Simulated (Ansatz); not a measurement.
`[F][Ge]([F])([F])[SeH]` + PH₃ → `P[SeH]` + `[F][GeH]([F])[F]` at 298.15 K and 1 bar (ligand exchange at the Se–Ge bond).

Isolated molecules relaxed with PBE0-D4/def2-TZVP in Ansatz; ΔE leaves out vibrations. CBS: MP2 limit from def2 TZ/QZ plus the TZ coupled-cluster correction, frozen cores. This one scheme is used for every species. For Ge, Se outer-core shells are correlated without core-valence functions, which leaves a few kJ/mol of doubt a bond. Scalar relativity is left out up to krypton. Each species was taken in one conformer, which may not be the lowest.

| species | CCSD(T)/CBS energy (Eh) | H − E (kJ/mol) | S (J/(mol·K)) |
| --- | --- | --- | --- |
| `[F][Ge]([F])([F])[SeH]` | -4776.93734 | 62.0 | 367.6 |
| PH₃ | -342.72256 | 73.1 | 210.2 |
| `P[SeH]` | -2743.44381 | 80.6 | 280.3 |
| `[F][GeH]([F])[F]` | -2376.20168 | 55.1 | 294.6 |

H − E and S are ideal-gas, rigid-rotor, harmonic terms from PBE0-D4/def2-TZVP, for one conformer and one mirror image of each species. 1 Eh = 2625.50 kJ/mol, R = 8.31446 J/(mol·K).

Q: By hand: ΔE, ΔH, ΔS and ΔG.

A: ΔE = (-2743.44381) + (-2376.20168) − (-4776.93734) − (-342.72256) = 0.01441 Eh = 37.8 kJ/mol. Δ(H − E) = 80.6 + 55.1 − 62.0 − 73.1 = 0.6, so ΔH = 38.4 kJ/mol. ΔS = 280.3 + 294.6 − 367.6 − 210.2 = -2.9 J/(mol·K). ΔG = 38.4 − 298.15 × (-2.9)/1000 = 39.3 kJ/mol.

Q: By hand: the equilibrium constant, and the temperature at which ΔG would vanish if ΔH and ΔS stayed fixed.

A: log₁₀ K = −ΔG/(RT ln 10) = -6.9. ΔH and −TΔS have one sign here, so there is no such temperature.

The number of gas molecules stays the same, so ΔS is small and ΔH decides. A doubt of 5 kJ/mol in ΔE shifts log₁₀ K by 0.9 here. Other conformers and mirror images would add mixing entropy, several J/(mol·K) or more a flexible species. These are equilibria of isolated gas molecules and say nothing of rates. Largest T1 diagnostic: 0.013 (customary marks: 0.02 for closed shells, 0.045 for open ones).

ΔS is within the doubt of such terms, so its sign, and with it that verdict, could turn.
